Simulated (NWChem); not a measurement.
System: CH4F2OSi; SMILES C[Si](O)(F)F

Here is an NWChem input.

```
start job
memory heap 200 mb stack 900 mb global 1100 mb
geometry units angstroms noautosym nocenter noautoz
  C      0.383999    -1.792766     0.002227
  Si    -0.018353    -0.002472    -0.000708
  O     -1.640968     0.216808    -0.008464
  F      0.638965     0.745843    -1.273511
  F      0.626969     0.748168     1.276839
  H     -0.034900    -2.281349     0.894248
  H      1.473462    -1.944003     0.002342
  H     -0.034894    -2.283615    -0.888568
  H     -1.983132     1.115658    -0.009307
end
basis spherical
  C library 6-31g*
  Si library 6-31g*
  O library 6-31g*
  F library 6-31g*
  H library 6-31g*
end
dft
  xc m05-2x
  iterations 150
end
cosmo
  do_cosmo_smd true
  solvent thf
end
task dft energy
```

Output (shortened):

```
             Northwest Computational Chemistry Package (NWChem) 7.3.0
             --------------------------------------------------------

                             Geometry "geometry" -> ""
                             -------------------------

 Output coordinates in angstroms (scale by  1.889725989 to convert to a.u.)

  No.       Tag          Charge          X              Y              Z
 ---- ---------------- ---------- -------------- -------------- --------------
    1 C                    6.0000     0.38399900    -1.79276600     0.00222700
    2 Si                  14.0000    -0.01835300    -0.00247200    -0.00070800
    3 O                    8.0000    -1.64096800     0.21680800    -0.00846400
    4 F                    9.0000     0.63896500     0.74584300    -1.27351100
    5 F                    9.0000     0.62696900     0.74816800     1.27683900
    6 H                    1.0000    -0.03490000    -2.28134900     0.89424800
    7 H                    1.0000     1.47346200    -1.94400300     0.00234200
    8 H                    1.0000    -0.03489400    -2.28361500    -0.88856800
    9 H                    1.0000    -1.98313200     1.11565800    -0.00930700

 Effective nuclear repulsion energy (a.u.)     260.5852377191

                                 NWChem DFT Module
                                 -----------------

 Summary of "ao basis" -> "ao basis" (spherical)
 ------------------------------------------------------------------------------
       Tag                 Description            Shells   Functions and Types
 ---------------- ------------------------------  ------  ---------------------
 C                           6-31g*                  6       14   3s2p1d
 Si                          6-31g*                  8       18   4s3p1d
 O                           6-31g*                  6       14   3s2p1d
 F                           6-31g*                  6       14   3s2p1d
 H                           6-31g*                  2        2   2s

 in cosmo_initialize ...
 calling solv_data for solv:thf

 solvent parameters
 solvname_short: thf
 solvname_long:  tetrahydrofuran
 dielec:        7.4257
 dielecinf:     1.9740
 nonaqueous SMD model solvent descriptors
 dielec:        7.4257
 sola:          0.0000
 solb:          0.4800
 solc:          0.0000
 solg:         39.4400
 solh:          0.0000
 soln:          1.4050

          ---------------
          -cosmo- solvent
          ---------------
 Cosmo: York-Karplus, doi: 10.1021/jp992097l
 dielectric constant -eps-     =   7.43
 screen = (eps-1)/(eps    )    =   0.86533
 surface charge correction     = lagrangian

   van der Waals surface
 --------------------------

 ---------- ATOMIC COORDINATES (A.U.) ------------ VDWR(ANG.) --
     1    0.72565289   -3.38783650    0.00420842     1.850
     2   -0.03468214   -0.00467140   -0.00133793     2.470
     3   -3.10097988    0.40970771   -0.01599464     2.294
     4    1.20746877    1.40943890   -2.40658683     1.730
     5    1.18479961    1.41383251    2.41287584     1.730
     6   -0.06595144   -4.31112449    1.68988369     1.200
     7    2.78443943   -3.67363299    0.00442574     1.200
     8   -0.06594010   -4.31540661   -1.67915004     1.200
     9   -3.74757608    2.10828792   -0.01758768     1.200
 number of segments per atom =        128
 number of   points per atom =        128
 atom (   nspa,  nppa )
 ----------------------
    1 (     49,     0 )       0
    2 (     49,     0 )       0
    3 (     88,     0 )       0
    4 (     66,     0 )       0
    5 (     66,     0 )       0
    6 (     52,     0 )       0
    7 (     50,     0 )       0
    8 (     52,     0 )       0
    9 (      0,     0 )       0
 number of -cosmo- surface points =      472
 molecular surface =    124.252 angstrom**2
 molecular volume  =    109.058 angstrom**3
 -lineq- algorithm             =   0
 -bem- low  level              =   3
 -bem- from -octahedral-
 gaussian surface charge width =   4.50000
 degree of switching           =   1.00000
 switching function tolerance  =   0.00010
 atomic radii =
 --------------
    1  6.000  1.850
    2 14.000  2.470
    3  8.000  2.294
    4  9.000  1.730
    5  9.000  1.730
    6  1.000  1.200
    7  1.000  1.200
    8  1.000  1.200
    9  1.000  1.200
 ...... end of -cosmo- initialization ......

[...]

                                COSMO-SMD solvation results
                                ---------------------------

             internal energy in gas <Psi(g)|H|Psi(g)> =      -605.049821241103
         internal energy in solvent <Psi(s)|H|Psi(s)> =      -605.049377327291
                               delta internal energy  =         0.000443913812 (    0.28 kcal/mol)
   total free energy in solvent <Psi(s)|H+V/2|Psi(s)> =      -605.057552063991
 polarization energy contribution <Psi(s)|V/2|Psi(s)> =        -0.008174736700 (   -5.13 kcal/mol)
    total free energy in solvent including G(SMD-CDS) =      -605.057554568408
                       G(SMD-CDS) energy contribution =        -0.000002504416 (   -0.00 kcal/mol)
     1 M fixed-concentration free energy of solvation =        -0.007733327304 (   -4.85 kcal/mol)

                       DFT Final Molecular Orbital Analysis
                       ------------------------------------

 Vector   23  Occ=2.000000D+00  E=-4.535439D-01
              MO Center= -1.2D+00,  8.7D-02, -6.3D-03, r^2= 2.2D+00
   Bfn.  Coefficient  Atom+Function         Bfn.  Coefficient  Atom+Function
  ----- ------------  ---------------      ----- ------------  ---------------
    35      0.398331  3 O  px                36      0.358867  3 O  py
    39      0.275875  3 O  px                40      0.261407  3 O  py
    38     -0.178522  3 O  s                 49      0.170557  4 F  px
    63      0.170436  5 F  px                21     -0.127744  2 Si px
     3     -0.126072  1 C  px                53      0.120100  4 F  px

 Vector   24  Occ=2.000000D+00  E=-4.231952D-01
              MO Center= -1.4D+00,  2.1D-01, -7.1D-03, r^2= 1.4D+00
   Bfn.  Coefficient  Atom+Function         Bfn.  Coefficient  Atom+Function
  ----- ------------  ---------------      ----- ------------  ---------------
    37      0.595278  3 O  pz                41      0.458988  3 O  pz
    49     -0.140867  4 F  px                63      0.140455  5 F  px
    53     -0.103822  4 F  px                67      0.103556  5 F  px
     5     -0.068619  1 C  pz                27      0.068850  2 Si pz
     9     -0.062462  1 C  pz                31      0.058924  2 Si d  1

 Vector   25  Occ=2.000000D+00  E=-4.119238D-01
              MO Center=  2.6D-01, -1.1D+00,  9.9D-04, r^2= 2.2D+00
   Bfn.  Coefficient  Atom+Function         Bfn.  Coefficient  Atom+Function
  ----- ------------  ---------------      ----- ------------  ---------------
     4      0.416677  1 C  py                22     -0.304392  2 Si py
     8      0.260249  1 C  py                20      0.194700  2 Si s
    50      0.176419  4 F  py                64      0.176343  5 F  py
    54      0.132062  4 F  py                68      0.131978  5 F  py
    35     -0.126882  3 O  px                18      0.125535  2 Si py

 Vector   26  Occ=0.000000D+00  E= 1.037888D-01
              MO Center= -7.2D-01,  3.5D-01, -3.2D-03, r^2= 4.8D+00
   Bfn.  Coefficient  Atom+Function         Bfn.  Coefficient  Atom+Function
  ----- ------------  ---------------      ----- ------------  ---------------
    24      1.291500  2 Si s                  6     -0.913568  1 C  s
    38     -0.788910  3 O  s                 82      0.564875  9 H  s
    78      0.366641  7 H  s                 52     -0.289328  4 F  s
    66     -0.289691  5 F  s                 76      0.256521  6 H  s
    80      0.256205  8 H  s                 40     -0.217334  3 O  py

 Vector   27  Occ=0.000000D+00  E= 1.377666D-01
              MO Center=  3.1D-01, -2.0D-01,  1.8D-03, r^2= 5.0D+00
   Bfn.  Coefficient  Atom+Function         Bfn.  Coefficient  Atom+Function
  ----- ------------  ---------------      ----- ------------  ---------------
     6      0.857696  1 C  s                 25     -0.820424  2 Si px
    24     -0.677387  2 Si s                 38     -0.558862  3 O  s
    80     -0.475715  8 H  s                 76     -0.467691  6 H  s
    82      0.442121  9 H  s                 66      0.301560  5 F  s
    52      0.299654  4 F  s                 21     -0.268043  2 Si px

 Vector   28  Occ=0.000000D+00  E= 1.431786D-01
              MO Center= -7.7D-02, -4.0D-01, -2.2D-03, r^2= 4.1D+00
   Bfn.  Coefficient  Atom+Function         Bfn.  Coefficient  Atom+Function
  ----- ------------  ---------------      ----- ------------  ---------------
    27      0.983251  2 Si pz                76     -0.482493  6 H  s
    80      0.475323  8 H  s                 52      0.370558  4 F  s
    66     -0.368565  5 F  s                 23      0.355027  2 Si pz
     9      0.268112  1 C  pz                41     -0.239508  3 O  pz
    37     -0.198201  3 O  pz                19     -0.135430  2 Si pz

     Multipole analysis of the density
     ---------------------------------

     L   x y z        total         alpha         beta         nuclear
     -   - - -        -----         -----         ----         -------
     0   0 0 0     -0.000000    -25.000000    -25.000000     50.000000

     1   1 0 0     -0.353530      0.075277      0.075277     -0.504084
     1   0 1 0     -0.323121      0.787035      0.787035     -1.897190
     1   0 0 1     -0.000241      0.033512      0.033512     -0.067265

     2   2 0 0    -25.257802    -76.462195    -76.462195    127.666588
     2   1 1 0     -4.046075      4.017210      4.017210    -12.080495
     2   1 0 1      0.011109     -0.029113     -0.029113      0.069336
     2   0 2 0    -22.489829    -91.857792    -91.857792    161.225755
     2   0 1 1     -0.019231      0.017943      0.017943     -0.055117
     2   0 0 2    -27.837162    -69.018796    -69.018796    110.200429
```

Level: M05-2X/6-31G* (spherical d), SMD on the gas-phase geometry. Structure relaxed at the PBE0/def2-SVP level. Solvent: tetrahydrofuran.
